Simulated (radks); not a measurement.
Values are calculated unless marked as measured or tabulated.
How relativity changes the ionisation of the phosphorus ion P6+ ([He] 2s2 2p5) to P7+ ([He] 2s2 2p4). Spin-unpolarised spherical Kohn-Sham, PBE, point nucleus unless stated (finite: rms radius 3.1889 fm), a radial shooting solver on a logarithmic mesh with Libxc functionals. A level marked "c x" has the speed of light scaled by that factor and shares open shells by 2j + 1; other Dirac levels either fill j = l - 1/2 first or share by 2j + 1.

level                               E(P6+) (hartree)  E(P7+) (hartree)  IE (eV)   HOMO  <r> HOMO (bohr)
non-rel.                                  -326.45039        -316.61752   267.57     2p           0.4596
scalar-rel.                               -327.29318        -317.45501   267.71     2p           0.4590
scalar-rel., finite nucleus               -327.29291        -317.45474   267.71     2p           0.4590
Dirac, 2j+1 shares                        -327.29371        -317.45546   267.71  2p3/2           0.4596
Dirac, low j first                        -327.30614        -317.48235   267.32  2p3/2           0.4596
Dirac, 2j+1 shares, finite nucleus        -327.29344        -317.45518   267.71  2p3/2           0.4596
Dirac, c x 0.75                           -327.95658        -318.11409   267.83  2p3/2           0.4596
Dirac, c x 1.5                            -326.82397        -316.98872   267.63  2p3/2           0.4596
Dirac, c x 3                              -326.54360        -316.71014   267.58  2p3/2           0.4596

NIST Atomic Spectra Database: 263.6 eV (semi-empirical). The relativistic part of the total energy of P6+ is -0.8431 hartree (Dirac, 2j+1 shares, finite nucleus), 0.26 % of the non-relativistic value. Spin polarisation and multiplet splitting of open shells are left out at every level.

Beside tabulated values, note that spin-unpolarised runs miss the spin-polarisation part of the exchange energy of open shells.
